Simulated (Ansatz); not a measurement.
Geometry optimisation, Ansatz, RKS B3LYP/def2-SVP.

Input:

```yaml
crystal:
  periodic: [false, false, false]
  atoms:
    - { symbol: W, position_ang: [0.241207, -0.224577, 0.210406] }
    - { symbol: O, position_ang: [-0.56432, -0.426119, 1.938752] }
    - { symbol: H, position_ang: [-1.344933, 0.035103, 2.278109] }
    - { symbol: H, position_ang: [1.878222, 0.384991, 0.079437] }
    - { symbol: H, position_ang: [0.412983, 1.101206, -0.820059] }
    - { symbol: H, position_ang: [-1.054266, 0.776811, -0.053802] }
    - { symbol: H, position_ang: [0.246689, -1.766408, -0.506089] }
    - { symbol: H, position_ang: [-0.655894, -0.429654, -1.193994] }
    - { symbol: O, position_ang: [1.411237, 1.661237, 2.40789] }
    - { symbol: Al, position_ang: [2.886163, 1.196281, 1.589915] }
    - { symbol: H, position_ang: [3.547911, -0.187266, 2.018813] }
    - { symbol: H, position_ang: [3.643173, 2.352036, 0.831675] }
    - { symbol: H, position_ang: [0.86973, 0.983259, 2.871145] }
basis:
  gaussian: { orbitals: def2-SVP }
hamiltonian:
  xc: b3lyp
relax:
  f_tol: 0.03
  max_steps: 50
```

Launched with:

```bash
$ ansatz run input.yaml --threads 4 --pin off --max-ram 5120MiB --backend cpu --events-out ev --progress --plain --runs-dir out
```

Task: Where does it end, and by what steps?

Result: The run converged. After 15 steps the energy has fallen by 1.054 eV; H3 moved furthest, 0.97 Å. Joined: W1–O9 (3.12 → 2.09 Å), H4–Al10 (1.99 → 1.73 Å).

```
step  energy less start (eV)  largest force component (eV/Å)  accepted
   0                  0.0000                           0.985       yes
   1                 -0.1035                           1.321       yes
   2                 -0.2824                           1.755       yes
   3                 -0.5394                           1.744       yes
   4                 -0.7141                           0.622       yes
   5                 -0.7661                           0.697       yes
   6                 -0.8277                           0.244       yes
   7                 -0.8720                           0.508       yes
   8                 -0.9167                           0.305       yes
   9                 -0.9926                           0.431       yes
  10                 -1.0292                           0.542       yes
  11                 -1.0438                           0.361       yes
  12                 -0.9847                           0.714        no
  13                 -1.0515                           0.071       yes
  14                 -1.0533                           0.037       yes
  15                 -1.0536                           0.021       yes
```

```xyz
13
Properties=species:S:1:pos:R:3
W 0.149 0.063 0.708
O -1.293 -0.491 1.835
H -2.219 -0.246 1.954
H 1.913 -0.047 0.075
H 0.596 1.449 -0.150
H -1.056 0.856 -0.139
H 0.544 -1.476 0.131
H 0.208 -0.125 -0.970
O 1.321 1.139 2.070
Al 2.882 1.028 1.027
H 3.909 0.105 1.811
H 3.279 2.377 0.315
H 1.284 0.825 2.986
```

Whether the end is a true minimum wasn't checked by a vibrational analysis.

The run took 40 s on 4 threads of Arm Neoverse V2, with other jobs on the host, peak memory 0.3 GiB.
